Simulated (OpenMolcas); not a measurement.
Ta4+ among 6 point charges of -1.7 e arranged as an octahedron (Oh).

```
Program             : OpenMolcas 26.06
Method              : SS-CASPT2, IPEA 0.25 Eh, imaginary shift 0.1 Eh (closed shells correlated: 4f 5s 5p)
Basis               : ANO-RCC-VTZP [8s7p5d3f2g1h]
Scalar Hamiltonian  : DKH2, point nucleus
Active space        : 1 electron in 5 orbitals (5d)
State averaging     : 2S+1 = 2 even, 5 roots
Spin-orbit coupling : RASSI with atomic mean-field integrals over the reference wave functions
```

All point charges move together. At R = 1.92 Å |10Dq| is 18861 cm-1, and at R = 2.02 Å it is 14651 cm-1.

Question: A third run gives 8549 cm-1. What distance was it run at?

Answer: With a power law R^-n the two known points give n = -ln(14651 / 18861) / ln(2.02 / 1.92) = 4.97. Then R = 1.92 × (18861 / 8549)^(1/4.97) = 2.251 Å. The run was at 2.26 Å, so the estimate is off by -0.009 Å.

Roots that are degenerate in the reference are averaged as groups; the widest CASPT2 spread within a group is 81 cm-1 (the 3-fold group of multiplicity 2 near 0 cm-1 above the lowest state of its run, R = 2.02). Shifts and gaps below about the spread of the groups concerned are not significant. An orbital triplet at a regular site is open to Jahn-Teller coupling, which can distort the site and quench the lowest spin-orbit gaps and is left out. Free-ion shares, where given, are those of the reference states; single-state CASPT2 does not remix them. This field is weak: 10Dq is about 18861 cm-1, while octahedral complexes of 5d ions of charge 3 and more, computed by the same method with explicit ligands, had a median near 35000 cm-1. Ground spin and moment need not be those of a real site (figures for R = 1.92; the like holds for R = 2.02, R = 2.26). This is an electrostatic model: the charges have no orbitals. No measured value stands beside these numbers.
